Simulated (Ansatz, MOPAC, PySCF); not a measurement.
Molecule: NaF (charge 0, singlet). SMILES: [F][Na]
Geometry: optimised at B3LYP-D3(BJ)/def2-TZVP (Ansatz, a first-principles code).

Wanted: enthalpy of formation at 298 K, in kcal/mol. Terms: 6-31G* and kin with 6d, 5d where marked; 6-311+G** with 5d, 6d on Na to Ar in Ansatz; non-relativistic; UHF or UKS for open shells; no spin-orbit coupling; valence correlation only. CBS(X,Y): correlation extrapolated as X^-3; Hartree-Fock from the larger set. Ab initio and DFT rows: single points at B3LYP-D3(BJ) geometries (Ansatz), with unscaled harmonic terms from B3LYP/6-31G* at its own minima, enthalpies of formation by atomisation with measured atoms. Semi-empirical rows: MOPAC heats of formation at their own minima for 298 K.

Coupled cluster (Ansatz) is a level with limits of its own, used here on species with T1 under 0.025 (0.045 for open shells) and stable references: CCSD(T)/CBS(def2-TZVPPD,def2-QZVPPD).

Value to compare with, CCSD(T)/CBS(def2-TZVPPD,def2-QZVPPD) (Ansatz): -70.3 kcal/mol.

```
level                        program  enthalpy of formation at 298 K (kcal/mol)  difference
--------------------  --------------  -----------------------------------------  ----------
AM1                            MOPAC                                      -56.8        13.5
HF/STO-3G                     Ansatz                                      -56.9        13.4
PBE/6-311+G**                 Ansatz                                      -68.6         1.7
B3LYP/6-31G                   Ansatz                                      -49.2        21.1
B3LYP/6-31G*                  Ansatz                                      -56.9        13.4
B3PW91/6-31G* (5d)             PySCF                                      -55.6        14.7
r2SCAN-D4/def2-TZVPD  Ansatz + dftd4                                      -67.3         3.0
```

Among the 6 habitual levels, B3LYP/6-31G lies farthest from CCSD(T)/CBS(def2-TZVPPD,def2-QZVPPD) (Ansatz) (21.1 kcal/mol) and PBE/6-311+G** nearest (1.7); 6 of 6 lie above it, and their mean absolute difference is 13.0 kcal/mol, the median 13.4. One case shows no general order.

The levels are drawn from those run, B3LYP/6-31G* more often than the rest, none by its result; runs whose electronic state is in doubt are left out.
